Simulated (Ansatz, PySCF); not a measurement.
Lewis adduct: BH3 (SMILES B) (first 4 atoms) with CHN (SMILES C#N); geometry from B3LYP-D3(BJ)/def2-TZVP, rigid monomers moved along the line of their centres of mass till B1···N6 is 2.16 Å.
(charge 0, multiplicity 1):
```xyz
7

B     -0.09690     0.04824     0.76958
H      0.66587     0.92707     0.45073
H      0.20389    -1.03113     0.32201
H     -1.25567     0.33333     0.59125
C      0.23280    -0.24460     4.04013
N      0.11883    -0.14336     2.90950
H      0.33925    -0.33914     5.09616
```

Monomers are frozen at their geometry in the pair; levels with a basis set take the counterpoise correction.

Cores are frozen in the correlated methods. CBS(a, b) extrapolates the correlation energy as X⁻³ and adds the Hartree–Fock energy of set b.

Programs: Ansatz (a first-principles code) with Gaussian orbitals; PySCF for the dispersion terms. 

PBE/def2-TZVPPD gives -19.11 kcal/mol for the interaction energy.

Problem. Where do these levels fall relative to PBE: PBE-D3(BJ)/def2-TZVPPD, r2SCAN/def2-TZVPPD, PBE0/def2-TZVPPD, wB97M-V/def2-TZVPPD, MP2/CBS(aug-cc-pVDZ, aug-cc-pVTZ), CCSD(T)/CBS(aug-cc-pVDZ, aug-cc-pVTZ).

Solution. PBE-D3(BJ)/def2-TZVPPD -0.85; r2SCAN/def2-TZVPPD 0.43; PBE0/def2-TZVPPD 1.10; wB97M-V/def2-TZVPPD 1.36; MP2/CBS(aug-cc-pVDZ, aug-cc-pVTZ) 1.17; CCSD(T)/CBS(aug-cc-pVDZ, aug-cc-pVTZ) 1.96 kcal/mol. 5 of 6 lie above PBE; the widest gap is to CCSD(T)/CBS(aug-cc-pVDZ, aug-cc-pVTZ).
